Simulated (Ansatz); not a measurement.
Job for Ansatz (a first-principles code): R-CCSD(T)/aug-cc-pVDZ on dimethyl selenide (SMILES C[Se]C) with ghost functions, monomers drawn apart or pushed together. The run froze 16 orbitals, filled d shells among them.

Ansatz 0.2 input:
```yaml
crystal:
  periodic: [false, false, false]
  atoms:
    - {symbol: C, position_ang: [-0.79871167, 0.06319504, -1.83228020]}
    - {symbol: Se, position_ang: [-0.60524658, 0.35728083, 0.09725114]}
    - {symbol: C, position_ang: [1.31832782, 0.72986739, 0.10269614]}
    - {symbol: H, position_ang: [-0.17823772, -0.77308409, -2.14771730]}
    - {symbol: H, position_ang: [-1.84516937, -0.16982911, -2.01792372]}
    - {symbol: H, position_ang: [-0.52507466, 0.96420178, -2.37730074]}
    - {symbol: H, position_ang: [1.85964807, -0.11303527, -0.32245243]}
    - {symbol: H, position_ang: [1.58658715, 0.85643504, 1.14919283]}
    - {symbol: H, position_ang: [1.52512881, 1.63788108, -0.45972760]}
basis:
  gaussian:
    orbitals: aug-cc-pVDZ
    ghost_atoms:
      - {symbol: N, position_ang: [0.61086987, 0.08637565, 4.43673723]}
      - {symbol: H, position_ang: [1.00629785, -0.28397735, 5.29330768]}
      - {symbol: H, position_ang: [-0.13475791, 0.72245324, 4.69578867]}
      - {symbol: H, position_ang: [0.18196617, -0.68521647, 3.93679180]}
magnetization: {spin_polarized: false}
correlation: {method: ccsd_t, electrons: outside_noble_gas}
scf: {lower_state_search: off}
```

The log:

```
Functional definition: HF
[...]
these checks for a lower state are left out or cut short: stability, starts, cluster_reference, orbital_swaps, neighbouring_geometries, increment
integrals: 0.77 GiB planned
1768 factors; integrals over basis functions are off by at most 1.1e-3 eV
mean field: 0.68 GiB planned
mean field evaluation 1: about -67456.1415 eV, gradient 2.7e1 eV
mean field evaluation 2: about -67456.1425 eV, gradient 2.7e1 eV
mean field evaluation 4: about -67458.1761 eV, gradient 2.8e0 eV
mean field evaluation 8: about -67458.2090 eV, gradient 1.0e-1 eV
mean field -67458.20906001 eV, -2479.0434581392 hartree, gradient 2.7e-6 eV, S^2 0.000000; 0 other end points of the search recorded, 0 dependent functions left out
16 core orbitals not correlated
reference -67458.20906001 eV, -2479.0434581392 hartree; 10, 10 occupied and 160, 160 virtual orbitals, 1768 factors
second order -11.85034232 eV of doubles, -0.00000000 eV of singles
coupled cluster: 1.92 GiB planned
cycle   1  -12.68546446 eV  change   -8.4e-1 eV  update   7.8e-2
cycle   2  -13.04479935 eV  change   -3.6e-1 eV  update   2.3e-2
cycle   3  -13.09442362 eV  change   -5.0e-2 eV  update   8.0e-3
cycle   4  -13.09455248 eV  change   -1.3e-4 eV  update   2.1e-3
cycle   5  -13.09463569 eV  change   -8.3e-5 eV  update   6.5e-4
cycle   6  -13.09466110 eV  change   -2.5e-5 eV  update   2.4e-4
cycle   7  -13.09466155 eV  change   -4.5e-7 eV  update   7.6e-5
cycle   8  -13.09466728 eV  change   -5.7e-6 eV  update   2.8e-5
cycle   9  -13.09465876 eV  change    8.5e-6 eV  update   8.8e-6
perturbative correction -0.44113824 eV, -0.0162115313 hartree
Total energy: -67471.74485702 eV, -2479.5408895041 hartree
Checks for a lower state left out: stability, starts, cluster_reference, orbital_swaps, neighbouring_geometries, increment
```

The run converged.

Cost: roughly 50 core-seconds.
